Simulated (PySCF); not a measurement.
**Static response to an electric field**

Species: C8H10P2.
Cartesian coordinates in Å at the PBE0-D3(BJ)/def2-SVP level; atoms count from 1:
```
atom  x, y, z in Å
P1     3.280   -0.003    1.230
P2     3.020   -0.048   -0.998
C3     1.853    1.420   -1.088
C4     0.512    0.949   -0.591
C5    -0.539    1.779   -0.200
C6    -1.740    1.219    0.237
C7    -1.894   -0.167    0.279
C8    -0.848   -1.000   -0.115
C9     0.356   -0.444   -0.548
C10    1.559   -1.227   -1.003
H11    4.347    0.949    1.169
H12    4.194   -1.105    1.232
H13    1.794    1.735   -2.146
H14    2.245    2.283   -0.527
H15   -0.417    2.865   -0.228
H16   -2.559    1.869    0.554
H17   -2.834   -0.601    0.629
H18   -0.966   -2.086   -0.076
H19    1.427   -1.594   -2.037
H20    1.757   -2.115   -0.381
```

Level: CAM-B3LYP/def2-SVPD (PySCF), static field, nuclei fixed, core orbitals frozen in the response. The polarisability tensor in these axes (au):

```
x   166.12  -3.50  -4.19
y    -3.50 135.40   0.10
z    -4.19   0.10 120.05
```

Question: Diagonalise the tensor; give its mean and Δα, where Δα² is half the sum of the squared differences of the eigenvalues.

Answer: Principal values 119.66, 135.02 and 166.88 au; mean 140.52 au = 20.82 Å³ = 23.17 × 10⁻⁴⁰ C²·m²/J; Δα = 41.72 au (30 % of the mean).

Question: What is the dipole moment, and where does it point?

Answer: (-0.57, 0.07, -0.36) D, 0.67 D in size, pointing from the negative to the positive side. Measured along this direction, the outermost atoms are H12 and H11 at the negative end and H16 and H17 at the positive end.

Question: Sum over states: ᾱ = Σ f/ω², ω in Eh. What share falls to these 10 lowest TDDFT singlets (eV, f)? 5.27, 0.0143; 5.53, 0.1695; 5.69, 0.0031; 5.90, 0.0047; 5.96, 0.0146; 6.10, 0.0085; 6.24, 0.0334; 6.49, 0.0073; 6.50, 0.0267; 6.61, 0.2109.

Answer: They add up to 9.94 au, 7.1 % of the 140.52 au; the largest single term is 4.10 au, from the state at 5.53 eV. Terms in order: 0.38, 4.10, 0.07, 0.10, 0.30, 0.17, 0.64, 0.13, 0.47, 3.57 au. Higher excitations give the rest. The strengths listed sum to 0.493.

Question: What are the principal values of the traceless quadrupole moment, Θ = ½Σq(3rr − r²1), about the centre of nuclear charge?

Answer: -7.08, -1.78, 8.86 D·Å. The values depend on the origin, since the dipole doesn't vanish. The electronic extent ⟨r²⟩ about the same centre is 1929 bohr², a root-mean-square distance of 2.48 Å for the 88 electrons.

Question: Along which axes do the principal values lie, and how far do the nuclei extend along each?

Answer: Largest value along (0.99, -0.11, -0.09), where the nuclei span 6.96 Å; middle along (0.11, 0.99, -0.02), 4.98 Å; least along (0.09, 0.01, 1.00), 3.54 Å. The response follows the extents in order.

Question: Estimate the molar refractivity from the static electronic polarisability.

Answer: Lorentz–Lorenz: R = (4π/3)N_A α = 2.5225 cm³/(mol·Å³) × 20.82 Å³ = 52.5 cm³/mol, in the limit of long wavelengths.

Question: Refractivity n − 1 of an ideal gas of it at 298.15 K and 1 atm, from the electronic α?

Answer: N = p/kT = 2.4615 × 10¹⁹ cm⁻³, so n − 1 = 2π × N × 20.82 × 10⁻²⁴ cm³ = 3221 × 10⁻⁶ at long wavelengths, for an ideal gas.

Isolated species at its PBE0-D3(BJ)/def2-SVP geometry (one conformer only).
